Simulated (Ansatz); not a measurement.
Gas-phase electronic energies from Ansatz, PBE0-D4/def2-TZVP geometries. CCSD(T)/CBS is the MP2 limit (def2-TZVPP, def2-QZVPP) plus CCSD(T) − MP2 in def2-TZVPP, frozen cores. This one scheme is used for every species, atoms too. DFT in def2-TZVPP. B3LYP here is the variant with VWN-RPA as its local correlation; programs differ in this. Open shells (•) are unrestricted, without spin–orbit coupling. Spin–orbit coupling would lower the free atoms: a little for C, O, Si. Each species was taken in one conformer, which may not be the lowest.

Consider the atomization: `CO[SiH](N)N` → C• + 8 H• + 2 N• + O• + Si•.

`CO[SiH](N)N`:

Z-matrix (Å, degrees):
```
C
O 1 1.406
H 1 1.092 2 108.4
H 1 1.096 2 111.9 3 119.7
H 1 1.096 2 111.3 3 -119.0
Si 2 1.643 1 123.9 3 -174.7
N 6 1.706 2 118.3 1 -56.6
N 6 1.712 2 106.8 1 61.2
H 6 1.482 2 102.4 1 -173.5
H 7 1.006 6 121.4 2 -79.6
H 7 1.006 6 121.9 2 74.5
H 8 1.007 6 120.0 2 42.8
H 8 1.007 6 119.9 2 -172.4
```

```csv
level,ΔE (kJ/mol),difference from CCSD(T)/CBS
PBE-D4,4851.8,54.2
r2SCAN-D4,4767.3,-30.3
PBE0-D4,4761.0,-36.6
B3LYP-D4,4800.9,3.3
ωB97X-V,4808.5,10.9
ωB97M-V,4810.7,13.1
B2PLYP,4740.6,-57.0
PBE,4826.6,29.0
r2SCAN,4760.8,-36.8
PBE0,4739.8,-57.8
B3LYP,4760.7,-36.9
HF/def2-TZVPP,3368.1,-1429.5
MP2/def2-TZVPP,4708.8,-88.8
SCS-MP2/def2-TZVPP,4722.6,-75.0
CCSD/def2-TZVPP,4582.9,-214.7
CCSD(T)/def2-TZVPP,4648.2,-149.4
HF/def2-QZVPP,3379.8,-1417.8
MP2/def2-QZVPP,4798.5,0.9
SCS-MP2/def2-QZVPP,4824.7,27.1
HF/CBS(def2),3381.6,-1416.0
MP2/CBS(def2),4858.1,60.5
CCSD/CBS(def2),4732.3,-65.3
CCSD(T)/CBS,4797.6,0
```

Largest T1 diagnostic among the species: 0.012.

The D4 term adds +40.2 kJ/mol with B3LYP and +21.3 kJ/mol with PBE0; it sums over pairs of atoms, weighted by their polarisabilities, and B3LYP, whose exchange is more repulsive, gets the larger term. In def2-TZVPP, CCSD(T) changes the Hartree–Fock value by +1280.1 kJ/mol (the triples alone add +65.3 kJ/mol) and MP2 by +1340.6 kJ/mol; breaking electron pairs costs correlation energy, which Hartree–Fock lacks. From PBE to PBE0 (25 % exact exchange), in def2-TZVPP and without D4, ΔE moves by −86.8 kJ/mol: exact exchange takes away binding that semilocal exchange gives to molecules.

For atomizations the MP2-based limit and the directly extrapolated one differ by several kJ/mol either way, and by 10 to 25 for some Ge, Se and Sn compounds, so smaller differences from it don't rank the levels.
